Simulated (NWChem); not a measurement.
System: InI, singlet; SMILES [In][I]

```xyz
2

In     0.0000     0.0000    -1.4401
I      0.0000     0.0000     1.3314
```
Atoms are numbered in this order, from 1.

Program: NWChem. Low-valent species are run as closed-shell singlets; no triplet was tried in these runs. All runs use the structure optimised with PBE0-D3(BJ)/def2-TZVP. def2 effective core potentials on In, I; no spin-orbit coupling. Total energies compare along this basis series because the functional is fixed.

```csv
level,basis functions,energy (Ha),highest occupied level (eV),orbital gap (eV),dipole (D),relative time
PBE0/def2-SVP,52,-487.9276,-6.80,4.85,3.48,1
PBE0/def2-SVPD,67,-487.9297,-6.86,4.87,3.55,2
PBE0/def2-TZVP,100,-487.9419,-6.82,4.85,3.55,6
PBE0/def2-TZVPD,115,-487.9421,-6.83,4.84,3.56,7
PBE0/def2-TZVPP,100,-487.9419,-6.82,4.85,3.55,6
PBE0/def2-QZVP,164,-487.9437,-6.82,4.84,3.54,30
```

Relative times are rough (shared machine, one core).
